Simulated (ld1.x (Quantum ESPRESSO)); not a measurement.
# Scattering properties, TM potential for Pt (Z = 78)

Pt (Z = 78), norm-conserving Troullier–Martins (Kleinman–Bylander form), made with ld1.x (Quantum ESPRESSO) 7.5 (LDA (PZ), scalar-relativistic). Core [Kr] 4d10 4f14 5s2, reference 5p6 5d10 6s0 6p0. Waves: 6s (bound, empty): rc 2.40 bohr; 5p (bound): rc 1.80 bohr; 5d (bound): rc 2.35 bohr. Local part: all-electron potential smoothed inside 1.40 bohr (lloc = -1). Core correction: a·sin(br)/r model core inside 1.35 bohr.

The phase is arctan(r·u′/u) with u = r·R(r), unwrapped; energies in Ry, scanned from -6 to 5 Ry. A pole is an energy at which the radial function vanishes at the test radius. The pseudo phase is shifted by a multiple of π to meet the all-electron one at the reference energy, and phase errors are pseudo minus all-electron; the curves can meet again beyond the range given. Levels narrower than the energy grid can be missing from the lists of poles.

For each channel, where are the poles, and over which energies does the pseudopotential scatter like the atom?

```tsv
channel	radius (bohr)	reference energy (Ry)	poles, all-electron	poles, pseudo	unbroken range about the reference energy with phases within 0.05 rad	phase error 1 Ry above the reference energy (rad)
s	2.58	-0.38	1.88	1.59, 4.73	below 1.9	-0.012
p	2.58	-3.97	-3.93, 3.64	-3.93, 3.32	below 0.2	-0.000
d	2.58	-0.35	0.10	0.10	below 2.9	+0.001
```

Note: ghost state, extra bound levels that the all-electron valence spectrum of the same l lacks: s at -165.8 eV. A true bound ghost makes a file unfit for plane-wave use.

Phases in the s channel:

```
E (Ry)  all-electron  pseudo
 -6.00         1.400   1.397
 -5.48         1.390   1.387
 -4.96         1.378   1.375
 -4.44         1.363   1.361
 -3.92         1.345   1.343
 -3.40         1.322   1.319
 -2.88         1.290   1.287
 -2.36         1.242   1.239
 -1.84         1.165   1.161
 -1.32         1.015   1.010
 -0.80         0.618   0.615
 -0.28        -0.450  -0.450
  0.24        -1.152  -1.159
  0.76        -1.386  -1.400
  1.28        -1.495  -1.519
  1.80        -1.562  -1.604
  2.32        -1.612  -1.695
  2.84        -1.655  -1.896
  3.36        -1.698  -3.800
  3.88        -1.749  -4.552
  4.40        -1.817  -4.672
  4.92        -1.925  -4.732
```
